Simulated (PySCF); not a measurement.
A side-by-side comparison of computed properties.

First species: Si(SMe)Me3, C₄H₁₂SSi.
Cartesian coordinates in Å at the PBE0-D3(BJ)/def2-SVP level; atoms count from 1:
```xyz
18
C4H12SSi angstrom
Si    -0.241   -0.365   -0.228
S     -0.144   -0.413    1.929
C      0.799    1.106    2.271
H      1.807    1.066    1.834
H      0.897    1.183    3.362
H      0.275    2.001    1.907
C      1.489   -0.402   -0.962
H      2.037   -1.293   -0.620
H      2.072    0.488   -0.676
H      1.439   -0.428   -2.063
C     -1.142    1.180   -0.807
H     -0.610    2.096   -0.504
H     -2.158    1.220   -0.386
H     -1.220    1.191   -1.906
C     -1.192   -1.912   -0.693
H     -2.200   -1.907   -0.250
H     -0.669   -2.816   -0.344
H     -1.299   -1.979   -1.787
```

Second species: C₆H₁₂FN.
SMILES: `C=N[C@](C)(CC)CF`

Levels: CAM-B3LYP/def2-SVPD for HOMO energy, LUMO energy, HOMO–LUMO gap and static isotropic polarisability; TDDFT CAM-B3LYP/def2-SVPD for lowest singlet excitation. Geometries: PBE0-D3(BJ)/def2-SVP. Each species is one conformer at its optimised geometry, gas phase, non-relativistic unless stated. Electronic properties by PySCF.

Dipoles, sizes and rotational constants follow the conformer. The torsions of the flexible species, by atom-mapped SMILES:
- `[CH2:1]=[N:2][C@:3]([CH3:4])([CH2:5][CH3:6])[CH2:7][F:8]`: C1–N2–C3–C4 152°, N2–C3–C5–C6 63°, N2–C3–C7–F8 69°

Values for the first species:

```
HOMO energy                     : -7.85 eV
LUMO energy                     : 1.05 eV
HOMO–LUMO gap                   : 8.90 eV
Lowest singlet excitation       : 5.68 eV
Static isotropic polarisability : 97.0 au
```

**Question.** Estimate the same properties for the second species, and the change in each.

**Answer.** 
```tsv
property	first	second	second less first
HOMO energy	-7.85 eV	-8.59 eV	-0.74 eV
LUMO energy	1.05 eV	0.74 eV	-0.31 eV
HOMO–LUMO gap	8.90 eV	9.33 eV	+0.43 eV
lowest singlet excitation	5.68 eV	4.79 eV	-0.89 eV
static isotropic polarisability	97.0 au	81.0 au	-16.0 au
```

On the first: S1 lies 3.22 eV below the HOMO–LUMO gap; its leading configuration is HOMO→LUMO+1, weight 0.50, beside HOMO→LUMO, weight 0.32. In wavenumbers S1 is 45800 cm⁻¹ (1 eV = 8065.54 cm⁻¹).

On the second: In wavenumbers S1 is 38700 cm⁻¹ (1 eV = 8065.54 cm⁻¹). The polarisability is 12.00 Å³ as a volume (1 au = 0.148185 Å³), or 1.27 au for each of the 64 electrons.
